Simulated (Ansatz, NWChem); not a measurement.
# GeO (SMILES [O]=[Ge]): the energy, rung by rung

The species is GeO (2 atoms), meant as a singlet with charge 0. SMILES: `[O]=[Ge]`. The shape is that of a PBE0-D4/def2-TZVP optimisation.

```
atom   x (Å)   y (Å)    z (Å)
   O  0.0000  0.0000  -0.0230
  Ge  0.0000  0.0000   1.5995
```

Each level gives the energy change with the O1–Ge2 bond stretched from 1.623 to 3.570 Å (eV). The values are calculated.

| level | kind | program | value (eV) | less CCSD(T)/cc-pVTZ | CPU time (all runs) |
| --- | --- | --- | --- | --- | --- |
| HF/cc-pVTZ (restricted) | Hartree–Fock | Ansatz | 7.94 | -1.48 | 4.6 s |
| SVWN5/cc-pVTZ (restricted) | LDA | Ansatz | 8.48 | -0.94 | 6.7 s |
| BLYP/cc-pVTZ (restricted) | GGA | Ansatz | 7.51 | -1.91 | 11 s |
| r2SCAN/cc-pVTZ (restricted) | meta-GGA | Ansatz | 8.74 | -0.68 | 28 s |
| M06-2X/cc-pVTZ (restricted) | hybrid meta-GGA | NWChem | 9.25 | -0.17 | 4 min |
| CAM-B3LYP/cc-pVTZ (restricted) | range-separated hybrid | Ansatz | 9.49 | +0.07 | 8.2 s |
| PBE-QIDH/cc-pVTZ (restricted) | double hybrid | Ansatz | 10.02 | +0.60 | 14 s |
| RPA@PBE0/cc-pVTZ (restricted) | RPA | Ansatz | 8.89 | -0.53 | 23 s |
| CCSD(T)/cc-pVTZ (restricted) | coupled cluster or CI | Ansatz | 9.42 | 0.00 | 16 s |

Differences are taken from CCSD(T)/cc-pVTZ (restricted) for orientation; it has basis-set and higher-order errors of its own. Its T1 diagnostic reaches 0.042, a sign that one reference may not serve. At this stretch a single reference begins to fail. All-electron rows without a relativistic Hamiltonian named are non-relativistic. The first shape isn't each level's own minimum. The values span 7.51 to 10.02 eV. In the correlated wave-function rows the outer d shell of Ge is correlated, in sets not made for it. CPU times are rough (shared hosts, several kinds of processor and program).
